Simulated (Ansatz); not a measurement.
Basis-set series for BH₈NSi₂ (`BN[SiH2][SiH3]`). The species carries charge 0 and has multiplicity 1. All single points use the PBE0-D4/def2-TZVP geometry. It is one conformer, not always the lowest.

| functional | basis | functions | energy (Eh) | HOMO (eV) | LUMO (eV) |
| --- | --- | --- | --- | --- | --- |
| PBE0-D4 | def2-TZVPP | 258 | -663.14323 | -7.85 | -0.37 |
| PBE0-D4 | def2-QZVPP | 494 | -663.16809 | -7.86 | -0.43 |
| ωB97M-V | def2-TZVPP | 258 | -663.38997 | -9.93 | 1.39 |
| ωB97M-V | def2-QZVPP | 494 | -663.41320 | -9.93 | 1.15 |

Question: Give the rows for def2-SVP. (Estimate.)

Answer: Computed: 
| functional | basis | functions | energy (Eh) | HOMO (eV) | LUMO (eV) |
| --- | --- | --- | --- | --- | --- |
| PBE0-D4 | def2-SVP | 104 | -662.84447 | -7.85 | -0.11 |
| ωB97M-V | def2-SVP | 104 | -663.08378 | -9.89 | 1.84 |

Positive LUMOs are unbound and depend on the basis.
